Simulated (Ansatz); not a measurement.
Compare A (`CCO[SiH2]C`) with its isomer B (`CC(C)[SiH2]O`).

Isolated molecules relaxed with PBE0-D4/def2-TZVP in Ansatz; ΔE leaves out vibrations. CCSD(T)/CBS is the MP2 limit (def2-TZVPP, def2-QZVPP) plus CCSD(T) − MP2 in def2-TZVPP, frozen cores. DFT in def2-TZVPP. B3LYP here is the variant with VWN-RPA as its local correlation; programs differ in this. One conformer a species, not always the lowest.

Q: Which isomer does CCSD(T)/CBS put lower? Give the gap. (Best estimate.)

A: Computed: B, by 6.2 kcal/mol.

Q: Give E(B) − E(A) in kcal/mol with CCSD/def2-TZVPP, PBE0-D4, PBE-D4, LDA (SPW92), MP2/def2-TZVPP, B3LYP, HF/def2-TZVPP. (Best estimate.)

A: Computed: CCSD/def2-TZVPP -5.4, PBE0-D4 -5.5, PBE-D4 -5.4, LDA (SPW92) -5.7, MP2/def2-TZVPP -7.3, B3LYP -2.6, HF/def2-TZVPP -1.3. None reverses the order clearly.

Q: Does the order hold for the free energy at 298.15 K (harmonic terms from PBE0-D4)? (Estimate.)

A: The calculation gave: Yes: G(B) − G(A) = -5.4 kcal/mol, for one conformer each. Modes under 60 cm⁻¹, often nearly free rotors, make the harmonic entropy too high.

Largest T1 diagnostic: 0.010.

At CCSD(T), def2-SVP lies +1.9 kcal/mol from the extrapolated value and def2-TZVPP +0.4 kcal/mol. The D4 term adds −1.5 kcal/mol with B3LYP and −0.8 kcal/mol with PBE0; it sums over pairs of atoms, weighted by their polarisabilities, and B3LYP, whose exchange is more repulsive, gets the larger term.
